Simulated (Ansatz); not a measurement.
(BeSe)n off: PBE-D4/def2-SVP single points in Ansatz on relaxed structures, gas phase. Each cluster is the lowest isomer that a short search found in that spin, judged at the geometry's level, and lower ones may exist. Binding counts from free atoms in the multiplicity of their measured ground term, without zero-point energy. Singlets are spin-restricted. The structures are stationary points that may keep the symmetry of their start.

```json
{"species": "Be3Se2", "atoms": "5", "state": "singlet", "geometry": "r2SCAN-D4/def2-SVP", "HOMO (eV)": "-5.72", "LUMO (eV)": "-3.51", "gap (eV)": "2.21", "binding per atom (eV)": "2.90", "point group (within 0.1 Å)": "C2v"}
{"species": "Be2Se3", "atoms": "5", "state": "singlet", "geometry": "r2SCAN-D4/def2-SVP", "HOMO (eV)": "-5.34", "LUMO (eV)": "-3.42", "gap (eV)": "1.92", "binding per atom (eV)": "3.05", "point group (within 0.1 Å)": "C2v"}
{"species": "Be5Se4", "atoms": "9", "state": "singlet", "geometry": "B3LYP-D4/def2-SVP", "HOMO (eV)": "-6.33", "LUMO (eV)": "-3.39", "gap (eV)": "2.94", "binding per atom (eV)": "3.26", "point group (within 0.1 Å)": "C2"}
```

(1) Estimate the rows for Be4Se5 (singlet, PBE0-D4/def2-SVP geometry).

(1) 
| species | atoms | state | geometry | HOMO (eV) | LUMO (eV) | gap (eV) | binding per atom (eV) | point group (within 0.1 Å) |
| --- | --- | --- | --- | --- | --- | --- | --- | --- |
| Be4Se5 | 9 | singlet | PBE0-D4/def2-SVP | -5.40 | -3.70 | 1.70 | 3.49 | Cs |

The gap (eV) runs from 1.70 (Be4Se5) to 2.94 (Be5Se4). The binding per atom (eV) runs from 2.90 (Be3Se2) to 3.49 (Be4Se5).
